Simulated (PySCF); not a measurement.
## Excitation energy of Au by level of theory

Au [Xe] 4f14 5d10 6s1 (2S) → Au [Xe] 4f14 5d9 6s2 (2D), as a difference of total energies. All numbers are calculated (PySCF 2.14, a scalar-relativistic core potential, in def2-QZVPPD with the def2 core potential (60 electrons)). Correlated levels: valence: 5s2 5p6 frozen. The calculations carry no spin-orbit coupling.

```
           method  excitation energy (eV)
              UHF                   1.757
    MP2 (valence)                   2.026
SCS-MP2 (valence)                   1.894
   CCSD (valence)                   1.857
CCSD(T) (valence)                   1.873
```

Errors of the correlated levels include the incompleteness of this basis and the frozen core.

Problem. Which method comes closest to the reference value, and which is furthest?

Solution. The reference is 1.745 eV (measured; NIST levels, between the centres of gravity of the two terms). Closest: UHF (error 0.012 eV); furthest: MP2 (valence) (error 0.281 eV).
